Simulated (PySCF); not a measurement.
## Adding and removing an electron: CaHg

RHF-MP2; Ca def2-SVP, Hg def2-SVP with ECP60; scalar-relativistic core potentials (PySCF 2.14). Neutral (RHF): singlet (closed shell), Re = 3.999 Å, ωe = 38.6 cm⁻¹, De = 0.08 eV.

CaHg⁺ (UHF): doublet (σ ↑), Re = 3.345 Å, ωe = 87.0 cm⁻¹, De = 0.34 eV to Ca⁺ + Hg. The energies at the minima are -829.70789 hartree for CaHg and -829.50387 for CaHg⁺.

Q: Work out the adiabatic ionisation energy, without and with harmonic zero-point energies (1 hartree = 27.2114 eV, 1 eV = 8065.5 cm⁻¹), and the change of the bond length.

A: At MP2: 0.20402 hartree = 5.552 eV between the minima; the zero-point term (87.0 − 38.6)/2 cm⁻¹ = +0.003 eV makes it 5.555 eV. Re changes by -65.4 pm against the neutral. The electron leaves a σ orbital, and the shorter bond of the ion fits an antibonding orbital, or a change in how ionic the bond is.

Correlated steps freeze 5 core orbitals. Weak bonds: CaHg, CaHg⁺. Basis-set superposition, not corrected here, can be much of De in a small basis, most of all at correlated wavefunction levels. Spin–orbit coupling is left out. For an ion De counts to the pair picked by the measured ionisation energies or electron affinities, which need not be the lowest pair at this level. States were picked by a PBE0 search and need not be the measured ground states.

Neutral and ion stand on different kinds of reference determinant, which adds to the error of the difference.
